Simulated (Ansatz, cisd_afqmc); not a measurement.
System: Fe, charge 1, quartet.

Quantity: sextet-quartet gap (Fe+ (sextet) against Fe+ (quartet), E(sextet) - E(quartet)), in eV. Open shells are spin-unrestricted; no spin-orbit coupling. The -DK rows use spin-free X2C, correlate 3s3p of the metal (1s2s2p frozen) and give its partners the cc-pVXZ-DK valence sets. AFQMC is phaseless with a CISD trial state; ± is one standard error, without the phaseless bias. Outlying blocks are dropped, and bars are widened where a walk drifts. Over all cases where full CI ran beside it in this data, AFQMC minus full CI had a median of +0.1 mEh and passed +0.4 mEh in a tenth of the cases. CBS(X,Y): correlation extrapolated as X^-3, Hartree-Fock from the larger set. A bracket is a step between two methods taken in the basis named. Functionals run without relativity, which enters their misses. Open-shell metal atoms are single determinants, not pure terms.

```tsv
level	program	sextet-quartet gap (eV)	difference against the last row
HF/cc-pwCVTZ-DK	Ansatz	-1.92	-1.62
r2SCANh/def2-TZVPD	Ansatz	-0.15	0.15
MP2/CBS(cc-pwCVTZ-DK,cc-pwCVQZ-DK)	Ansatz	0.19	0.49
CCSD(T)/aug-cc-pwCVTZ-DK	Ansatz	-0.44	-0.14
CCSDT(Q)/cc-pwCVTZ-DK	Ansatz	-0.49	-0.19
AFQMC/CISD/cc-pwCVTZ-DK	cisd_afqmc	-0.48 ± 0.02	-0.18
CCSD(T)/CBS(cc-pwCVTZ-DK,cc-pwCVQZ-DK) + [AFQMC/CISD - CCSD(T)]/cc-pwCVTZ-DK	Ansatz + cisd_afqmc	-0.30 ± 0.02	0.00
CCSD(T)/CBS(cc-pwCVTZ-DK,cc-pwCVQZ-DK) + [CCSDT(Q) - CCSD(T)]/cc-pwCVTZ-DK	Ansatz	-0.30	0.00
```

Ansatz is a program for electronic structure.
